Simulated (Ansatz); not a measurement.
Start from `CN[BH][GeH3]` and change one atom or group to get `BNBNC`.

Ansatz, PBE0-D4/def2-TZVP geometries, multiplicity 1. Each molecule was computed in one conformer, which needn't be the lowest.

Scalar relativity is left out up to krypton.

```tsv
property	`CN[BH][GeH3]`
LUMO energy (PBE0/def2-TZVPP) / eV	-0.39
size of the dipole moment (ωB97M-V/def2-TZVPP) / D	2.90
HOMO energy (PBE0/def2-TZVPP) / eV	-7.74
HOMO–LUMO gap (ωB97M-V/def2-TZVPP) / eV	11.39
LUMO energy (PBE/def2-TZVPP) / eV	-1.29
HOMO–LUMO gap (PBE0/def2-TZVPP) / eV	7.35
```

**Question.** Give the same properties after the change, and the shifts. (Estimate.)

**Answer.** The calculation gave: 
| property | `BNBNC` | shift |
| --- | --- | --- |
| LUMO energy (PBE0/def2-TZVPP) / eV | -0.36 | 0.03 |
| size of the dipole moment (ωB97M-V/def2-TZVPP) / D | 1.54 | -1.36 |
| HOMO energy (PBE0/def2-TZVPP) / eV | -7.37 | 0.37 |
| HOMO–LUMO gap (ωB97M-V/def2-TZVPP) / eV | 11.19 | -0.20 |
| LUMO energy (PBE/def2-TZVPP) / eV | -1.32 | -0.03 |
| HOMO–LUMO gap (PBE0/def2-TZVPP) / eV | 7.01 | -0.34 |

Dipoles are sizes alone; their direction can turn.
